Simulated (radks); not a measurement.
The numbers below are computed, except where a source is named.
Spherical quantum dot in the effective-mass picture: electrons in a hard-walled sphere of radius 3.06, all in effective atomic units (hartree* = m*/eps^2 hartree, bohr* = eps/m* bohr), one dielectric constant everywhere. Level of theory: non-relativistic Kohn-Sham, LDA (Slater exchange, Perdew-Wang correlation), spin-polarised, spherical densities (a radial shooting solver with Libxc functionals). Levels are named by radial order and angular momentum (1s, 1p, 1d, 2s, ...), and open shells are averaged over m. Results are scaled to m* = 0.067 and eps = 16.2, for which hartree* = 6.947 meV and bohr* = 12.8 nm.

N = 12, configuration 1s2 1p6 1d(up 4, down 0). This is the lowest configuration that the search found. Occupied and some empty levels:

level,occupation,eigenvalue (meV),<r> (nm)
1s up,1,39.043,24.02
1s down,1,39.624,23.83
1p up,3,41.488,25.81
1p down,3,42.119,25.74
1d up,4,45.324,27.10
1d down,0,45.979,27.08
1f up,0,50.352,28.10
2s up,0,50.892,18.10
1f down,0,51.016,28.10
2s down,0,51.207,18.14
2p up,0,57.736,20.69
2p down,0,58.131,20.67

Energy (meV): total 297.576, kinetic 110.24, external 0, Hartree 224.81, exchange-correlation -37.478.
